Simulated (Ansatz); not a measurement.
# C2H7BO2: structure from calculated spectroscopic constants

These gas-phase data were calculated for one isomer of C2H7BO2 at PBE0-D3(BJ)/def2-SVP (harmonic, unscaled wavenumbers; equilibrium rotational constants with average atomic masses):

```
rotational constants            : 7.738, 4.014, 2.734 GHz
all wavenumbers above 1500 cm⁻¹ : 3883, 3181, 3151, 3135, 3112, 3056, 3030, 1506
```

Candidates:

(1) `CCB(O)O`, a singlet
(2) `COB(C)O`, a singlet

Question: Which structure fits?

Answer: Candidate (2). 1 mode lies between 3300 and 4000 cm⁻¹, one for each O–H bond, while (1) has 2.

The same quantities for all candidates:

|  | rotational constants (GHz) | wavenumbers above 1500 cm⁻¹ | E above the lowest, PBE0-D3(BJ)/def2-SVP (kcal/mol) |
| --- | --- | --- | --- |
| (1) | 8.774, 3.484, 2.572 | 3933, 3891, 3156, 3147, 3073, 3058, 3032 | 0.0 |
| (2) | 7.738, 4.014, 2.734 | 3883, 3181, 3151, 3135, 3112, 3056, 3030, 1506 | 9.6 |

Harmonic stretches to hydrogen usually lie a few per cent above observed fundamentals. Each candidate is one conformer. Programs: Ansatz 0.2.0.
